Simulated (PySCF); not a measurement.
# Diatomic cations of Sr with the fifth-period p block

CCSD(T) with double-zeta basis sets in PySCF, for the lowest determinant that a PBE0 search found; no spin–orbit coupling. De refers to high-spin ground-configuration atoms (the charge goes to the atom of lower measured ionisation energy or higher electron affinity, which is not always the lowest computed limit).

| M | basis | reference, frozen orbitals | charged atom | state (unpaired electrons) | Re (Å) | ωe (cm⁻¹) | De (eV) |
| --- | --- | --- | --- | --- | --- | --- | --- |
| In | def2-SVP | RHF, 4 | Sr+ | singlet (closed shell) | 3.783 | 83.2 | 1.35 |
| Sb | def2-SVP | ROHF, 4 | Sr+ | triplet (π ↑↑) | 3.255 | 127 | 0.79 |
| Te | def2-SVP | UHF, 4 | Sr+ | doublet (π ↑) | 3.020 | 181 | 1.65 |

The shortest bond is that of SrTe⁺ (3.020 Å), the longest that of SrIn⁺ (3.783 Å). SrTe⁺ is bound most strongly (1.65 eV) and SrSb⁺ least (0.79 eV).

The state changes along the series, so neighbouring rows are not always alike in their bonding.

Correlated steps freeze 4 core orbitals. UHF and ROHF references stand side by side, which adds small steps between rows. Correlated levels converge slowly with the basis: in double zeta they bind strong bonds too weakly, by up to about 1 eV, and carry superposition errors of some tenths. These are scalar-relativistic numbers at best; spin–orbit coupling would shift them, the dissociation energy most. For an ion De counts to the pair picked by the measured ionisation energies or electron affinities, which need not be the lowest pair at this level. Where the molecule has an RHF reference, its open-shell atoms are computed with UHF. States were picked by a PBE0 search and need not be the measured ground states.
